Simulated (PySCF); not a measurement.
# Unknown compound

Molecular formula: C₄H₇O₂PSi₂. Simulated spectra:

¹H NMR (300 MHz, computed): δ 4.11 (m, 2H), 4.00 (m, 2H), 3.95 (s, 1H), 1.76 (m, 2H).

¹³C{¹H} NMR (computed): δ 248.1 (C), 192.8 (C), 111.5 (CH), 81.7 (C).

- geometry: GFN2-xTB
- shielding tensors at PBE0/pcSseg-1 (GIAO)
- program: PySCF
- fast rotation and ring inversion assumed for equivalent nuclei, no solvent model, non-relativistic, single conformer

Scale: TMS for ¹H (31.72 ppm), ¹³C (186.93 ppm) (reference shieldings calculated alike).

Task: Propose a structure and justify it.

Result: 
4 carbon signals for 4 carbons: no two carbons are equivalent. Carbon types of the structure: 3 × C, 1 × CH, leaving 6 H on heteroatoms. δC 248.1: carbonyl carbon. δC 192.8: carbonyl carbon of an ynone. δC 111.5: terminal alkyne carbon. δC 81.7: alkyne carbon; the triple bond shields along its axis, which puts it between sp3 and sp2 carbons. δH 4.11: hydrogen on a silicon bonded to P, Si. δH 4.00: hydrogen on a silicon bonded to C, Si. δH 1.76: hydrogen on a phosphorus bonded to Si.

Structure: SMILES [SiH2]([SiH2]C(C(C#C)=O)=O)P.

This is the structure that produced the data.

Splittings by ³¹P in the carbon and heteronuclear signals aren't shown, as no couplings were computed. Shifts are as computed. Against solution values, carbons near 30 ppm lie about +3 ppm off and those near 130 ppm about +5 ppm. Of 1211 compounds with measured shifts, 218 miss one by over three times the rms of a fit or turn the order of signals round; such compounds aren't used in these exercises. No couplings were computed; multiplicities are counted from neighbouring protons, with m where these are inequivalent, close in shift, in a saturated or five-membered ring or joined by F or P, and br s for small geminal =CH2 splittings.
